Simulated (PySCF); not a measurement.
A calculated (PBE, PySCF 2.14, x2c-QZVPPall, the spin-free X2C one-electron Hamiltonian (Gaussian nucleus)) atom or ion has these occupied shells.

```tsv
shell	electrons	orbital energy (eV)	rms radius, mean of both spins (bohr)
1s α	1	-8233.4	0.0624
1s β	1	-8233.4	0.0624
2s α	1	-1011.1	0.266
2s β	1	-1009.2	0.266
2p α	3	-873.77	0.238
2p β	3	-872.33	0.238
3s α	1	-141.11	0.790
3s β	1	-137.17	0.790
3p α	3	-101.24	0.836
3p β	3	-97.370	0.836
3d α	5	-37.750	1.02
3d β	2	-34.915	1.02
4p α	1	-18.410	2.81
```

(1) Name the element and its charge.

Results:

(1) Ni²⁺ (nickel, charge +2), in [Ar] 3d7 4p1, one real determinant (an excited configuration).
